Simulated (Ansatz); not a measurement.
Molecule: C5H3O2, net charge 0, doublet state. It need not be the lowest isomer of its formula. 
Structure (B3LYP-D3(BJ)/def2-TZVP (Ansatz, a first-principles code) minimum search):
```
C
C 1 1.3690
H 2 1.0767 1 125.15
O 1 1.3823 2 109.14 3 -180.00
C 4 1.3446 1 106.78 2 0.00
C 5 1.3640 4 111.28 1 0.00
H 6 1.0762 5 126.46 4 -180.00
H 5 1.0769 4 116.13 1 -180.00
C 1 1.4324 2 130.14 3 0.00
O 9 1.1867 1 131.12 2 180.00
```
Charge 0, spin multiplicity 2.

Total electronic energies in hartree. Cores are frozen in the correlated levels unless marked. Open shells are spin-unrestricted. No spin-orbit coupling. Non-relativistic. CBS marks a two-point X^-3 extrapolation of the correlation energy; Hartree-Fock from the larger set. The bracket is a focal-point correction in the basis named.

The UHF reference is spin-contaminated (<S^2> 0.27 over the pure value in the largest basis). 

| level | program | energy (Eh) |
|---|---|---|
| PBE-D4/def2-TZVPD | Ansatz + dftd4 | -342.45593 |
| r2SCAN-D4/def2-TZVPD | Ansatz + dftd4 | -342.65932 |
| B3LYP-D3(BJ)/def2-TZVPD | Ansatz + dftd3 | -342.85194 |
| B3LYP/def2-TZVPD | Ansatz | -342.83742 |
| PBE0/6-31G* | Ansatz | -342.31384 |
| HSE06-D3(BJ)/def2-TZVPD | Ansatz + dftd3 | -342.43647 |
| B2GP-PLYP-D3(BJ)/def2-TZVPD | Ansatz + dftd3 | -342.51008 |
| B2GP-PLYP/def2-TZVPD | Ansatz | -342.50506 |
| PBE-QIDH/def2-TZVPD | Ansatz | -342.38332 |
| MP2/6-31G* | Ansatz | -341.68282 |
| SCS-MP2/6-31G* | Ansatz | -341.64449 |
| CCSD/6-31G* | Ansatz | -341.72014 |
| CCSD(T)/STO-3G | Ansatz | -336.81789 |
| CCSD(T)/6-31G* | Ansatz | -341.76213 |
| RI-MP2/CBS(cc-pVTZ,cc-pVQZ)+[CCSD(T)-MP2]/cc-pVTZ | Ansatz | -342.3062 |

Totals of different functionals don't rank their quality; only differences between species are comparable.
